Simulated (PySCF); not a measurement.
## Dipole response of Rh⁺ (rhodium, charge +1)

[Kr] 4d8, high-spin 3F determinant. Computed with PySCF 2.14 in aug-cc-pVTZ-DK (9s8p6d3f2g, 102 functions), with the spin-free X2C one-electron Hamiltonian (Gaussian nucleus). Coupled (time-dependent) response in atomic units; α is the mean over directions.

```
method  mean α (bohr³)  C₆ (like pair)  S(−4)
   UHF           11.33           69.75  45.69
   PBE           13.76           86.53  82.48
```

S(−4) is the Cauchy moment in α(ω) = α(0) + S(−4) ω² + …

Spin-orbit coupling is absent.

α(iu) at PBE:

```json
{"u (hartree)": "0", "α(iu) (bohr³)": "13.76"}
{"u (hartree)": "0.0500", "α(iu) (bohr³)": "13.56"}
{"u (hartree)": "0.100", "α(iu) (bohr³)": "13.01"}
{"u (hartree)": "0.200", "α(iu) (bohr³)": "11.44"}
{"u (hartree)": "0.300", "α(iu) (bohr³)": "9.886"}
{"u (hartree)": "0.500", "α(iu) (bohr³)": "7.574"}
{"u (hartree)": "0.750", "α(iu) (bohr³)": "5.707"}
{"u (hartree)": "1.00", "α(iu) (bohr³)": "4.449"}
{"u (hartree)": "1.50", "α(iu) (bohr³)": "2.906"}
{"u (hartree)": "2.00", "α(iu) (bohr³)": "2.037"}
{"u (hartree)": "3.00", "α(iu) (bohr³)": "1.149"}
{"u (hartree)": "5.00", "α(iu) (bohr³)": "0.5041"}
```

A single London oscillator, α(iu) = α/(1 + u²/ω²), gives C₆ = (3/4) ω α². Matching the computed C₆ needs ω = 4 × 86.53 / (3 × 13.76²) = 0.609 hartree.

For an ion, C₆ is the dispersion term alone; charge-induced terms of lower order in 1/R come first.
